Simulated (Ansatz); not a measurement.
Saddle point of BH3OF2, closed shell (BHF₂ ([F][BH][F]) + H₂O → BHOF₂ ([OH][B]([F])[F]) + H₂; bonds formed: H2–H5; dative contacts that become bonds: B1–O6; bonds broken: B1–H2, H5–O6), PBE0-D4/def2-TZVP structure:

```csv
atom,x (Å),y (Å),z (Å)
B1,-0.3787,-0.3296,-0.1469
H2,0.2726,0.1203,-1.2794
F3,-0.4653,-1.6596,-0.1996
F4,-1.5083,0.3837,0.0168
H5,0.8458,0.3891,-0.4341
O6,0.7588,0.1587,0.7741
H7,0.4753,0.9374,1.2692
```

Energies are electronic, without zero-point energy. Barriers and step energies count from the start structure reached by relaxing down the imaginary mode; all methods use the PBE0-D4 structures, on which another method's saddle can fall below an end. Computed with Ansatz 0.2.0 (basis: def2-TZVPP, with def2-QZVPP for the basis limit); correlated methods freeze the cores. B3LYP uses VWN-RPA correlation. Extrapolation: Hartree–Fock as exp(−7.88 √X), correlation as X^−2.97.

| method | barrier (kJ/mol) | step energy (kJ/mol) |
| --- | --- | --- |
| SPW92 | 75.8 | -55.3 |
| PBE-D4 | 94.8 | -74.8 |
| BLYP-D4 | 109.8 | -86.2 |
| r2SCAN-D4 | 103.8 | -79.8 |
| B97M-V | ? | -85.1 |
| PBE0-D4 | 108.4 | -74.1 |
| B3LYP-D4 | 119.1 | -83.6 |
| r2SCAN0-D4 | 114.1 | -78.0 |
| BHLYP-D4 | ? | -82.0 |
| CAM-B3LYP-D4 | 121.3 | -78.5 |
| wB97X-V | ? | -75.4 |
| wB97M-V | 120.7 | -76.5 |
| B2PLYP | 123.0 | -81.9 |
| PBE-QIDH | 119.5 | -74.7 |
| RPA on PBE | 125.0 | -78.3 |
| HF | 169.1 | -96.8 |
| MP2 | 122.0 | -79.5 |
| CCSD | 133.2 | -79.2 |
| CCSD(T) | 126.3 | -78.0 |

Task: Fill in the withheld barriers. (An estimate is asked for; the value comes from the calculation.)

Result: The calculation gives: BHLYP-D4 135.9; B97M-V 111.6; wB97X-V 121.4 kJ/mol. Each is the energy of the saddle less that of the start structure, by the same method.

For comparison, the barrier by CCSD(T) at an estimated basis limit (MP2 extrapolated from triple and quadruple zeta, plus CCSD(T) − MP2 in triple zeta) is 126.8 kJ/mol.

T1 diagnostic: at most 0.013.

The step is the kind of ligand exchange by which a precursor binds to a hydroxyl group, or is hydrolysed, in atomic layer deposition of oxides.

Labels in which every atom is bracketed show which atoms are joined, not bond orders.

For scale, one of the runs: CCSD(T)/def2-TZVPP, 166 basis functions, launched by `ansatz run in.yaml --threads 2 --pin off --events-out ev --progress --plain --max-ram 4352MiB`. Hardware: 2 CPU threads of an Intel Xeon 6975P-C, shared host. Wall time 19 s; peak host memory 1.6 GiB.
